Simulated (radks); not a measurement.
Q: Species: Eu. Configuration: [Xe] 4f7 6s2. Method: scalar-relativistic Kohn-Sham, r2SCAN, spin-unpolarised, spherical densities, finite nucleus; meta-GGA in the generalised Kohn-Sham scheme; Fermi nuclear charge, rms radius 5.1115 fm; computed with a radial shooting solver on a logarithmic mesh with Libxc functionals. Some entries of the table are withheld. Estimate them.

orbital,occ.,eigenvalue (eV),<1/r> (bohr^-1),<r> (bohr)
1s,2,-48437.35,70.21,0.02232
2s,2,-7975.518,16.29,0.09509
2p,6,-7102.668,15.23,0.08390
3s,2,-1763.150,(1),0.2491
3p,6,-1490.056,5.623,0.2477
3d,10,-1124.991,5.327,0.2259
4s,2,-354.0052,2.501,0.5663
4p,6,-263.7104,2.302,0.5994
4d,10,-137.4289,2.022,0.6545
5s,2,-46.1092,(2),1.386
5p,6,-24.7155,0.8013,(3)
6s,2,-3.6965,0.2862,4.336
4f,7,-2.5240,1.408,0.9755

A: 
(1) 3s <1/r> (bohr^-1): 5.980
(2) 5s <1/r> (bohr^-1): 0.9526
(3) 5p <r> (bohr): 1.626
